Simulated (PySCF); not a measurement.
An element was calculated at UHF (PySCF 2.14, spin-free X2C, a double-zeta basis, no spin-orbit coupling), in the ground configurations that NIST lists.

* first ionisation energy: 6.032 eV
* second ionisation energy: 14.885 eV
* third ionisation energy: 32.519 eV

Task: Which element is it?

Result: Manganese (Mn, Z = 25), in cc-pVDZ-DK. NIST lists 7.434, 15.640, 33.668 ± 0.012 eV for these ionisation energies.
